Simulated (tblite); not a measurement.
Compound: C2H9FN2Si.
Structure used (GFN2-xTB), in Å, numbered top down from 1:
```
atom  x, y, z in Å
N1    -1.9364   -0.8351   -0.8005
Si2   -0.8183   -0.2622    0.3848
N3    -1.1816    1.4170    0.5108
C4     0.9043   -0.7174   -0.3227
C5     1.9483    0.3209    0.0312
F6     2.0023    0.5208    1.3951
H7    -2.9069   -0.6141   -0.6478
H8    -1.8546   -1.7925   -1.1018
H9    -0.9254   -0.7745    1.7550
H10   -0.6109    1.9726    1.1259
H11   -1.3969    1.9332   -0.3266
H12    1.2295   -1.6832    0.0631
H13    0.8770   -0.7967   -1.4085
H14    2.9597    0.0250   -0.2719
H15    1.7055    1.2942   -0.4081
```

Level: GFN2-xTB in tblite, geometry and Hessian alike; calculated harmonic values, unscaled, isolated species. This tight-binding method is rough: wavenumbers can miss measured ones by several per cent, in bad cases by 10 to 20. Modes of hydrogen on silicon can be 10 to 20 % off. One conformer, not necessarily the lowest.

Harmonic wavenumbers (cm⁻¹): 25.5, 83.7, 145.5, 190.0, 210.5, 229.0, 250.1, 276.7, 446.0, 524.1, 590.2, 642.0, 653.8, 693.6, 772.7, 804.1, 818.0, 892.9, 927.9, 956.0, 977.0, 1085.7, 1172.7, 1208.8, 1300.1, 1337.4, 1463.3, 1474.9, 1511.5, 1527.4, 2219.8, 2920.6, 2943.0, 2999.4, 3008.7, 3478.6, 3481.2, 3514.9, 3518.9.

A = 4771, B = 1717, C = 1433 MHz; mass 108.052 u (most abundant isotopes); point group C1, symmetry number 1.

**Question.** What is the zero-point energy?

**Answer.** ½Σν̃ = 25638 cm⁻¹ = 306.70 kJ/mol.

**Question.** Entropy at 400 K, 1 bar (ideal gas, RRHO, classical rotation)?

**Answer.** Translation 173.36, rotation 119.59, vibration 147.24: S = 440.2 J/(mol K).

**Question.** And Cp and H(400 K) − H(0)?

**Answer.** Cp = 173.86 J/(mol K), of which vibrations give 140.61 (their classical limit is 39 R = 324.3); H(400 K) − H(0) = 42.98 kJ/mol without the zero-point energy, 29.68 from vibrations.

**Question.** Blend soft modes into free rotors: weight 1/[1 + (100 cm⁻¹/ν̃)⁴] for the oscillator and the rest for a rotor with moment μB/(μ + B), μ = h/(8π²ν), B = 10⁻⁴⁴ kg m². What vibrational entropy results?

**Answer.** 134.46 J/(mol K) in place of 147.24, which changes −T·S at 400 K by +5.11 kJ/mol.

**Question.** Which modes carry the vibrational entropy at 400 K?

**Answer.** 25.5 cm⁻¹: 28.18; 83.7 cm⁻¹: 18.33; 145.5 cm⁻¹: 13.79; 190.0 cm⁻¹: 11.64; 210.5 cm⁻¹: 10.82; 229.0 cm⁻¹: 10.16 J/(mol K); the other 33 give 54.32 together.

Hindered rotation and anharmonicity are outside this model. Other conformers, if any are populated, would add a mixing term that is left out. The structure is chiral; the term R ln 2 for an equal mix with its mirror image is left out.
